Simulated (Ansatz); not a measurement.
**Molecular dynamics of AlBrClH3**

Input:

```yaml
crystal:
  periodic: [false, false, false]
  atoms:
    - { symbol: Al, position_ang: [-0.077636, -0.102524, 0.032901] }
    - { symbol: H, position_ang: [-0.174421, 0.178129, 1.643666] }
    - { symbol: H, position_ang: [1.303528, 0.06383, -0.689756] }
    - { symbol: Cl, position_ang: [-1.913075, 0.114573, -0.988651] }
    - { symbol: Br, position_ang: [-0.052047, -2.575352, 1.104726] }
    - { symbol: H, position_ang: [-0.143649, -1.181354, 1.766814] }
basis:
  gaussian: { orbitals: def2-SVP }
hamiltonian:
  xc: b3lyp
  dispersion: d4
md:
  timestep: 0.5
  n_steps: 200
  ensemble: nve
  temperature: 100.0
  initial_velocities: maxwell_boltzmann
  seed: 8846
```

Launched with:

```bash
$ ansatz run input.yaml --threads 2 --pin off --max-ram 3072MiB --backend cpu --events-out ev --progress --plain --runs-dir out
```

It starts at the highest image of a converged band, a first-order saddle point between two minima.

Output, in part (step lines, the closing report, with atoms numbered from 0):

```
md step     0: t =     0.00 fs  T =   100.0 K  F+E_penalty+E_count = -89203.77167462 eV  E_kin = 0.051704 eV  conserved = -89203.71997062 eV  (24 SCF iters)
md step     1: t =     0.50 fs  T =    98.6 K  F+E_penalty+E_count = -89203.77094304 eV  E_kin = 0.050983 eV  conserved = -89203.71996051 eV  (22 SCF iters)
md step     2: t =     1.00 fs  T =    94.9 K  F+E_penalty+E_count = -89203.76899028 eV  E_kin = 0.049050 eV  conserved = -89203.71994031 eV  (22 SCF iters)
md step     3: t =     1.50 fs  T =    89.4 K  F+E_penalty+E_count = -89203.76612252 eV  E_kin = 0.046209 eV  conserved = -89203.71991361 eV  (22 SCF iters)
md step     4: t =     2.00 fs  T =    82.9 K  F+E_penalty+E_count = -89203.76275346 eV  E_kin = 0.042870 eV  conserved = -89203.71988379 eV  (22 SCF iters)
md step     5: t =     2.50 fs  T =    76.4 K  F+E_penalty+E_count = -89203.75934855 eV  E_kin = 0.039494 eV  conserved = -89203.71985446 eV  (22 SCF iters)
md step     6: t =     3.00 fs  T =    70.7 K  F+E_penalty+E_count = -89203.75636854 eV  E_kin = 0.036540 eV  conserved = -89203.71982870 eV  (22 SCF iters)
md step     7: t =     3.50 fs  T =    66.6 K  F+E_penalty+E_count = -89203.75421957 eV  E_kin = 0.034410 eV  conserved = -89203.71980912 eV  (22 SCF iters)
[... lines left out ...]
Total energy: -89204.51296789 eV, -3278.2053865796 hartree
Atom 0 at     0.052485    -0.396262    -0.050789 Å, force    -2.044364    -1.297365    -0.356572 eV/Å
Atom 1 at    -1.274692     4.024853     4.239749 Å, force    -0.022106     0.068552     0.061311 eV/Å
Atom 2 at     1.215438     0.581186    -0.464418 Å, force     0.087172    -0.252860     0.339685 eV/Å
Atom 3 at    -1.952407     0.132395    -0.939647 Å, force     1.651881    -0.382699     0.821778 eV/Å
Atom 4 at    -0.047165    -2.611780     1.038164 Å, force     0.305681     1.932609    -0.805001 eV/Å
Atom 5 at    -1.442064     4.578035     4.738540 Å, force     0.021735    -0.068237    -0.061201 eV/Å
Dipole moment:     0.391369     0.241896     0.073313 e Å
```

The steps, from the saved trajectory:

```tsv
time (fs)	T (K)	potential energy less start (eV)	conserved less start (meV/atom)
0.0	100	0.000	0.00
3.0	71	0.015	0.02
6.0	82	0.009	0.02
9.0	132	-0.016	0.01
12.0	159	-0.030	0.04
15.0	293	-0.100	-0.01
18.0	401	-0.155	0.04
21.0	716	-0.319	-0.05
24.0	1031	-0.481	0.06
27.0	1482	-0.716	-0.16
30.0	1836	-0.899	-0.20
33.0	2024	-0.995	0.05
36.0	2185	-1.078	0.02
39.0	2347	-1.163	-0.14
42.0	2425	-1.203	-0.14
45.0	2326	-1.151	0.05
48.0	2196	-1.083	0.06
51.0	2074	-1.022	-0.22
54.0	1790	-0.875	-0.23
57.0	1517	-0.733	0.01
60.0	1409	-0.676	0.18
63.0	1476	-0.711	0.05
66.0	1727	-0.843	-0.27
69.0	1851	-0.907	-0.24
72.0	1877	-0.918	0.06
75.0	2000	-0.982	0.12
78.0	2108	-1.038	-0.04
81.0	2216	-1.096	-0.24
84.0	2173	-1.073	-0.18
87.0	1970	-0.966	0.10
90.0	1866	-0.913	0.04
93.0	1745	-0.851	-0.12
96.0	1587	-0.770	-0.15
99.0	1493	-0.721	-0.06
```

The run went to its last step. The conserved energy stayed within 0.27 meV per atom of its start (net change -0.25 meV per atom), so the integration is sound. The system heated up, since it started high on the potential surface and ran downhill. A run of 0.1 ps of so small a system gives no equilibrium averages. The orbitals stay closed-shell, which can raise the energy where a bond breaks towards radicals; this wasn't checked here.

The step under study would form Al1–Br5, H2–H6 and break Al1–H2, Br5–H6. These pairs go: Al1–Br5 2.70 → 2.47 Å, H2–H6 1.37 → 0.76 Å, Al1–H2 1.64 → 6.30 Å, Br5–H6 1.55 → 8.21 Å. In the last frame they stand as after the step (other bonds may differ from the relaxed reactants and products). It ends as AlBrClH + H2. Pairs count as bonded within 1.25 times the sum of covalent radii (0.12 Å more for H–H).

Last frame:

```xyz
6
Properties=species:S:1:pos:R:3
Al 0.052 -0.396 -0.051
H -1.275 4.025 4.240
H 1.215 0.581 -0.464
Cl -1.952 0.132 -0.940
Br -0.047 -2.612 1.038
H -1.442 4.578 4.739
```

Time of the run: 10 min on 2 threads of Arm Neoverse N1, with other jobs on the host, peak memory 0.19 GiB.
